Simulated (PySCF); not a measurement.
## Basis and Hamiltonian dependence of the ionisation energy of Ir²⁺

Ir²⁺ [Xe] 4f14 5d7 (4F) → Ir³⁺ [Xe] 4f14 5d6 (5D). Calculated with PySCF 2.14 from differences of total energies of unrestricted determinants, without spin-orbit coupling. Values in eV.

```json
{"basis": "def2-TZVP with the def2 core potential (60 electrons)", "Hamiltonian": "ECP", "functions": "40", "UHF": "27.500", "LDA": "n/a", "PBE0": "n/a", "MP2 (valence)": "28.508", "CCSD(T) (valence)": "n/a", "CCSD(T) (valence and next inner shell)": "n/a"}
{"basis": "aug-cc-pVDZ-PP with ECP60MDF", "Hamiltonian": "ECP", "functions": "54", "UHF": "27.486", "LDA": "29.582", "PBE0": "29.195", "MP2 (valence)": "28.581", "CCSD(T) (valence)": "28.627", "CCSD(T) (valence and next inner shell)": "n/a"}
{"basis": "def2-TZVPPD with the def2 core potential (60 electrons)", "Hamiltonian": "ECP", "functions": "59", "UHF": "27.509", "LDA": "29.552", "PBE0": "29.178", "MP2 (valence)": "28.763", "CCSD(T) (valence)": "28.794", "CCSD(T) (valence and next inner shell)": "28.785"}
{"basis": "aug-cc-pwCVDZ-PP with ECP60MDF", "Hamiltonian": "ECP", "functions": "70", "UHF": "27.468", "LDA": "29.542", "PBE0": "29.154", "MP2 (valence)": "28.629", "CCSD(T) (valence)": "28.654", "CCSD(T) (valence and next inner shell)": "n/a"}
{"basis": "ANO-RCC-VTZP", "Hamiltonian": "spin-free X2C", "functions": "84", "UHF": "27.503", "LDA": "29.675", "PBE0": "29.166", "MP2 (valence)": "28.744", "CCSD(T) (valence)": "28.786", "CCSD(T) (valence and next inner shell)": "28.829"}
{"basis": "def2-QZVPPD with the def2 core potential (60 electrons)", "Hamiltonian": "ECP", "functions": "88", "UHF": "27.503", "LDA": "29.536", "PBE0": "29.165", "MP2 (valence)": "28.821", "CCSD(T) (valence)": "28.844", "CCSD(T) (valence and next inner shell)": "28.835"}
{"basis": "aug-cc-pVTZ-PP with ECP60MDF", "Hamiltonian": "ECP", "functions": "88", "UHF": "27.433", "LDA": "29.492", "PBE0": "29.116", "MP2 (valence)": "28.758", "CCSD(T) (valence)": "28.783", "CCSD(T) (valence and next inner shell)": "n/a"}
{"basis": "x2c-TZVPPall", "Hamiltonian": "spin-free X2C", "functions": "97", "UHF": "27.480", "LDA": "29.699", "PBE0": "29.165", "MP2 (valence)": "28.721", "CCSD(T) (valence)": "28.761", "CCSD(T) (valence and next inner shell)": "n/a"}
{"basis": "aug-cc-pVTZ-PP with one added diffuse shell each of s, p, d, f, g type with ECP60MDF", "Hamiltonian": "ECP", "functions": "113", "UHF": "27.433", "LDA": "29.492", "PBE0": "29.116", "MP2 (valence)": "28.759", "CCSD(T) (valence)": "n/a", "CCSD(T) (valence and next inner shell)": "n/a"}
{"basis": "x2c-TZVPPall with one added diffuse shell each of s, p, d, f type", "Hamiltonian": "spin-free X2C", "functions": "113", "UHF": "27.477", "LDA": "29.696", "PBE0": "29.162", "MP2 (valence)": "28.719", "CCSD(T) (valence)": "28.760", "CCSD(T) (valence and next inner shell)": "28.816"}
{"basis": "aug-cc-pwCVTZ-PP with ECP60MDF", "Hamiltonian": "ECP", "functions": "122", "UHF": "27.431", "LDA": "29.490", "PBE0": "29.112", "MP2 (valence)": "28.804", "CCSD(T) (valence)": "n/a", "CCSD(T) (valence and next inner shell)": "n/a"}
```

Frozen in the all-electron rows: valence: [Xe] 4f14; valence and next inner shell: [Kr] 4d10 4f14; with a core potential, the same shells as far as they lie outside it.

Between the lowest levels the reference is 28 ± 1.6 eV (theoretical estimate listed by NIST; NIST Atomic Spectra Database, ionization energies); it includes spin-orbit coupling, which these numbers lack.
